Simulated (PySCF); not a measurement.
C4H10Si2, SMILES C[Si@H]1C=CC[SiH2]1. The structure is a stationary point at PBE-D3(BJ)/def2-SVP. The structure was generated by enumeration; whether it is a known compound was not checked. Other conformers were not sampled.

Computed equilibrium geometry at PBE-D3(BJ)/def2-SVP (PySCF confirms it by a frequency run) as a Z-matrix (one conformer of several):
```
Si
H 1 1.5100
C 1 1.8901 2 111.38
C 3 1.3569 1 118.65 2 -117.20
H 3 1.1050 4 118.30 1 179.47
H 4 1.1084 3 119.37 5 0.15
C 4 1.5134 6 115.79 3 179.70
H 7 1.1127 4 110.15 6 55.52
H 7 1.1131 8 104.79 4 118.09
C 1 1.8962 2 108.83 3 125.22
H 10 1.1082 1 110.58 2 178.79
H 10 1.1087 11 108.34 1 121.64
H 10 1.1093 11 108.28 12 116.91
Si 7 1.9290 8 111.00 9 119.02
H 14 1.5061 7 111.36 8 -115.13
H 14 1.5078 15 107.95 7 -122.13
```
